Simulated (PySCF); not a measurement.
Isomers of C4H4FNO, one GFN2-xTB conformer each. Single-point energies are computed at PBE0/pcSseg-1 (PySCF, gas phase, no added dispersion term), electronic only.

```
               SMILES  GFN2-xTB relative energy (kJ/mol)
N#C[C@@H]1C[C@H](F)O1                               47.6
            FCc1ccon1                                0.0
```

Conformers: `[F:1][CH2:2][c:3]1[cH:4][cH:5][o:6][n:7]1` with F1–C2–C3–C4 -19°.

Task: What does PBE0/pcSseg-1 give for the same structures?

Result: 
```json
{"SMILES": "N#C[C@@H]1C[C@H](F)O1", "PBE0/pcSseg-1 E (Eh)": "-384.13541", "PBE0/pcSseg-1 (kJ/mol)": "0.0", "GFN2-xTB (kJ/mol)": "47.6", "point group": "C1"}
{"SMILES": "FCc1ccon1", "PBE0/pcSseg-1 E (Eh)": "-384.12828", "PBE0/pcSseg-1 (kJ/mol)": "18.7", "GFN2-xTB (kJ/mol)": "0.0", "point group": "C1"}
```

GFN2-xTB puts FCc1ccon1 lowest instead. As drawn, the lower has a four-membered ring and a C≡N group, which the higher lacks; the higher has an aromatic ring and an N–O linkage, which the lower lacks.

Task: Which frontier levels, dipoles and rotational constants go with these structures?

Result: 
| SMILES | HOMO (eV, PBE0/pcSseg-1) | LUMO (eV) | dipole (D) | A, B, C (MHz) |
| --- | --- | --- | --- | --- |
| N#C[C@@H]1C[C@H](F)O1 | -9.24 | -0.36 | 4.88 | 5486, 1919, 1795 |
| FCc1ccon1 | -7.97 | -0.61 | 1.64 | 7831, 1906, 1559 |

Task: As an exercise, what shares would exp(−E/RT) give at 500 K from these electronic energies alone (no entropy, no degeneracies)?

Result: RT = 4.157 kJ/mol: N#C[C@@H]1C[C@H](F)O1 98.9 %, FCc1ccon1 1.1 %.
